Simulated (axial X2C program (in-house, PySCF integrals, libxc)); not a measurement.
## Potential curves of HfCl, spin-free

All values were computed with an in-house all-electron X2C program for linear molecules (integrals from PySCF). Spin-free means the one-electron spin-free X2C Hamiltonian. Basis: Hf dyall-cv3z [13s14p9d7f4g], Cl dyall-av3z [9s8p3d2f] (cores contracted in-house); Gaussian nuclei, density fitting, unrestricted open shells. Masses: Hf 179.947 u, Cl 34.969 u.

State: M_S = 1/2, Λ = 2 (beyond evenly filled blocks: δ+α). Energies in eV from the fragments at the same level (Hf + Cl). Fits are polynomials in 1 − R0/R over 0.85 to 1.23 times the lowest point R0.

```tsv
R (Å)	PBE0	HF	LDA
2.0019	-3.9916	-2.4341	-5.0574
2.0939	-4.5848	-3.2329	-5.5484
2.1629	-4.8313	-3.6092	-5.7290
2.2320	-4.9526	-3.8418	-5.7926
2.3010	-4.9790	-3.9632	-5.7686
2.3815	-4.9224	-3.9996	-5.6619
2.4621	-4.7990	-3.9530	-5.4963
2.5656	-4.5772	-3.8096	-5.2303
2.6922	-4.2514	-3.5551	-4.8638
2.8763	-3.7399	-3.1112	-4.3135
```

One determinant describes the state; a PBE0 search over occupations chose it and may have missed a lower one. Dissociation energies refer to the lowest single-determinant-based atoms at the same level and basis. PBE0 can misorder states that lie within some tenths of an eV, so this need not be the ground state of the molecule. The nearest other spin-free determinant of the search, M_S = 1/2, Λ = 1, lies 0.33 eV up at the distance of the search. Without a current term, density functionals place determinants with orbital angular momentum somewhat too high. The determinant is spin-polarised beyond a pure state at some levels (its spin-free form has ⟨S²⟩ too high), which makes Re and μ there less reliable.

Problem. What are Re, ωe and De at the PBE0 level?

Solution. At PBE0, spin-free: Re = 2.289 Å, ωe ≈ 379 cm⁻¹, De = 4.98 eV to Hf + Cl; Be follows as 0.11 cm⁻¹.

Problem. Fit the HF curve near its minimum: give the equilibrium distance, the harmonic wavenumber and the well depth.

Solution. At HF, spin-free: Re = 2.372 Å, ωe ≈ 350 cm⁻¹, De = 4.00 eV to Hf + Cl; Be follows as 0.102 cm⁻¹.

Problem. What are Re, ωe and De at the LDA level?

Solution. At LDA, spin-free: Re = 2.245 Å, ωe ≈ 400 cm⁻¹, De = 5.79 eV to Hf + Cl; Be follows as 0.114 cm⁻¹.
